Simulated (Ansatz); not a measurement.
AsMe2(NMe2) (C₄H₁₂AsN). The state is a singlet with charge 0. Geometry r2SCAN-D4/def2-SVP, basis def2-TZVP, Ansatz.

| run | HOMO (eV) | LUMO (eV) |
| --- | --- | --- |
| A | -4.54 | -0.26 |
| B | -8.45 | 3.72 |
| C | -5.72 | 0.63 |
| D | -4.76 | -0.03 |
| E | -4.66 | -0.51 |
| F | -5.54 | 0.38 |

B3LYP takes the VWN-RPA correlation.

**Question.** The runs used B3LYP, HF, LDA (SPW92), PBE, PBE0, r2SCAN. Estimate which is which.

**Answer.** A PBE (0 % exact exchange); B HF (100 % exact exchange); C PBE0 (25 % exact exchange); D r2SCAN (0 % exact exchange); E LDA (SPW92) (0 % exact exchange); F B3LYP (20 % exact exchange). Exact exchange lowers occupied and raises empty levels; among semilocal functionals meta-GGAs tend to open the gap a little, and such runs are hard to tell apart. The gap grows from 4.15 eV (LDA (SPW92)) to 12.17 eV (HF).
